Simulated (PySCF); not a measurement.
Zn(Br)(NMe2) (C2H6BrNZn), SMILES C[N](C)[Zn][Br].

Geometry optimised at B3LYP-D3(BJ)/def2-SVP. The structure was generated by enumeration; whether it is a known compound was not checked. Other conformers were not sampled.

The numbers are results of PBE/def2-TZVP in PySCF, not measurements.

Computed frontier levels, gap, dipole moment and polarisability:
```yaml
highest_occupied_level: -4.87 eV
lowest_empty_level: -1.91 eV
orbital_gap: 2.96 eV
dipole_moment: 1.92 D
quadrupole, principal values (traceless, Buckingham form, about the centre of nuclear charge): -3.45, -0.53, 3.98 D·Å
mean_static_polarisability: 83.9 bohr³ (12.44 Å³)
polarisability_principal_values: 63.2, 70.0, 118.5 bohr³
```
